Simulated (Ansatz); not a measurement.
Geometry optimisation, Ansatz, RKS PBE-D4/def2-SVP.

The input (input.yaml):

```yaml
crystal:
  periodic: [false, false, false]
  atoms:
    - { symbol: "N", position_ang: [-0.4199, 0.8282, -1.6374] }
    - { symbol: Ge, position_ang: [0.6973, 0.2908, -0.3192] }
    - { symbol: Cl, position_ang: [-0.46556, -0.82137, 1.10248] }
    - { symbol: Ge, position_ang: [1.66891, 2.12289, 0.77624] }
    - { symbol: H, position_ang: [0.0884, 1.474, -2.3096] }
    - { symbol: H, position_ang: [-1.171, 1.5053, -1.1844] }
    - { symbol: H, position_ang: [1.83361, -0.62834, -0.88996] }
    - { symbol: H, position_ang: [0.5353, 3.03849, 1.33695] }
    - { symbol: H, position_ang: [2.52644, 3.00832, -0.27936] }
    - { symbol: H, position_ang: [2.61731, 1.72619, 1.90798] }
basis:
  gaussian: { orbitals: def2-SVP }
hamiltonian:
  xc: pbe
  dispersion: d4
relax:
  f_tol: 0.015
  max_steps: 40
```

Run as:

```bash
$ ansatz run input.yaml --threads 2 --pin off --max-ram 3072MiB --backend cpu --events-out ev --progress --plain --runs-dir out
```

Q: Where does it end, and by what steps?

A: The run converged. After 27 steps the energy has fallen by 0.461 eV; H5 moved furthest, 1.30 Å.

```csv
step,energy less start (eV),largest force component (eV/Å),accepted
0,0.0000,2.576,yes
1,-0.2677,1.283,yes
2,-0.3064,0.248,yes
3,-0.3145,0.134,yes
4,-0.3266,0.131,yes
5,-0.2312,0.828,no
6,-0.3339,0.072,yes
7,-0.3381,0.067,yes
8,-0.3306,0.859,no
9,-0.3407,0.033,yes
10,-0.3417,0.265,yes
11,-0.3434,0.067,yes
12,-0.3429,0.088,no
13,-0.3449,0.032,yes
14,-0.3447,0.228,no
15,-0.3454,0.038,yes
16,-0.3459,0.113,yes
17,-0.3455,0.360,no
18,-0.3465,0.138,yes
19,-0.3472,0.192,yes
20,-0.3493,0.387,yes
21,-0.3579,0.788,yes
22,-0.3841,0.934,yes
23,-0.4478,0.152,yes
24,-0.4530,0.108,yes
25,-0.4497,0.220,no
26,-0.4601,0.031,yes
27,-0.4614,0.007,yes
```

```xyz
10
Properties=species:S:1:pos:R:3
N -0.247 1.141 -1.752
Ge 0.815 0.433 -0.423
Cl -0.321 -0.822 1.014
Ge 1.741 2.241 0.914
H -0.682 0.432 -2.355
H -0.989 1.760 -1.403
H 1.816 -0.524 -1.120
H 0.568 3.103 1.448
H 2.688 3.135 0.071
H 2.521 1.647 2.111
```

Time of the run: 82 s on 2 threads of Arm Neoverse V1 (shared host), peak memory 0.18 GiB.
